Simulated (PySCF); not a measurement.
**What an electron can do to CuCl**

PBE in PySCF with def2-TZVPPD on every atom, for the lowest determinant that a PBE0 search found; no spin–orbit coupling.

```
species  state (unpaired electrons)  Re (Å)  ωe (cm⁻¹)  energy of the minimum from the neutral (eV)  De (eV)       dissociates to
   CuCl      singlet (closed shell)   2.066        404                                         0.00     3.77   Cu (3d10 4s1) + Cl
  CuCl⁺               doublet (π ↑)   2.084        380                                         9.91     2.01      Cu⁺ (3d10) + Cl
  CuCl⁻               doublet (σ ↑)   2.197        286                                        -1.42     1.53  Cu (3d10 4s1) + Cl⁻
```

Question: Work out the lowest energy to break CuCl into atoms, from its vibrational ground state.

Answer: D0 = De − ωe/2 = 3.77 − 0.03 = 3.74 eV (PBE/def2-TZVPPD).

Question: Work out the ionisation energy of the Cu atom at this level and the threshold of dissociative ionisation.

Answer: IE(Cu) = 9.91 + 2.01 − 3.77 = 8.15 eV, so Cu⁺ (3d10) + Cl + e⁻ appears at D0 + IE(Cu) = 11.89 eV (PBE/def2-TZVPPD). The measured IE(Cu) is 7.726 eV (NIST ASD).

Question: Work out the electron affinity of the Cl atom and the threshold of dissociative attachment.

Answer: EA(Cl) = 3.77 − 1.53 − (-1.42) = 3.66 eV, so Cu (3d10 4s1) + Cl⁻ needs D0 − EA(Cl) = 0.08 eV (PBE/def2-TZVPPD). The measured EA(Cl) is 3.613 eV.

Question: At which energy does ion-pair formation open?

Answer: Cu⁺ + Cl⁻ lies at D0 + IE(Cu) − EA(Cl) = 8.23 eV (PBE/def2-TZVPPD).

These are thermodynamic thresholds; the onsets seen under electron impact lie higher where the geometry changes, and cross-sections peak well above them.

For an ion De counts to the pair picked by the measured ionisation energies or electron affinities, which need not be the lowest pair at this level. The highest Kohn–Sham level is positive in this anion. Much of that is self-interaction error, but it also means that the finite basis helps to hold the extra electron.
